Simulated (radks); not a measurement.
The numbers below are computed, except where a source is named.
Task: Ionisation of the krypton ion Kr+, [Ar] 3d10 4s2 4p5, to Kr2+, [Ar] 3d10 4s2 4p4, under several functionals. Dirac Kohn-Sham, spin-unpolarised, spherical densities, point nucleus; open shells fill j = l - 1/2 first; a radial shooting solver on a logarithmic mesh with Libxc functionals. Known Delta-SCF values: PBE 24.888 eV; OLYP 24.880 eV. What does LDA (Slater exchange, Perdew-Zunger correlation) give, and what is its highest occupied eigenvalue?

Result: 25.043 eV by Delta-SCF; the 4p3/2 eigenvalue is -19.432 eV. NIST: 24.360 eV (measured).

Beside tabulated values, note that spin-unpolarised runs miss the spin-polarisation part of the exchange energy of open shells.
